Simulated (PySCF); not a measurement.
# Computed properties of Be(Br)(GeH3) (BeBrGeH3), SMILES [GeH3][Be][Br]

Be(Br)(GeH3) (BeBrGeH3), SMILES [GeH3][Be][Br]. The structure is a stationary point at ωB97X-D3(BJ)/def2-TZVP. Other conformers were not sampled. All values are computed for the isolated molecule unless a solvent is named; none is compared with measurement here.

**Structure.** The optimised structure has C3v symmetry. All 12 harmonic modes at ωB97X-D3(BJ)/def2-TZVP (PySCF) are real, so it is a minimum. With heavy atoms numbered as in [Be:1]([Br:2])[GeH3:3], the shortest bond between them is Be1–Br2 at 1.956 Å and the longest Be1–Ge3 at 2.190 Å.

**Vibrations.** The strongest infrared lines (harmonic, unscaled, degenerate partners summed) lie at 2162 cm⁻¹ (275 km/mol, H 98 %), 914 cm⁻¹ (187 km/mol, Be 94 %), 822 cm⁻¹ (170 km/mol, H 97 %). The softest mode is at 161 cm⁻¹ and the zero-point energy is 16.4 kcal/mol.

**Electronic structure.** r2SCAN/def2-TZVPD (PySCF) places the frontier levels at -7.38 and -1.72 eV, a gap of 5.66 eV, and gives a dipole moment of 0.03 D and a mean polarisability of 74.3 bohr³.

**Excitations.** TDA-CAM-B3LYP/def2-SVPD (PySCF) has S1 at 6.00 eV (207 nm, f = 0.113, bright); the most intense of the 10 singlets computed lies at 7.66 eV (f = 0.74). Strengths of degenerate partners are summed. T1 (TDA) is at 4.84 eV, 1.16 eV under S1. No vertical singlet excitation falls in the visible range (under 3.1 eV).

**NMR.** GIAO shifts at PBE0/pcSseg-2 (PySCF) (non-relativistic, atoms alike by connectivity averaged): ¹H at 3.2 ppm against TMS. Without spin–orbit terms, shifts of atoms bonded to Cl or Br come out too high.
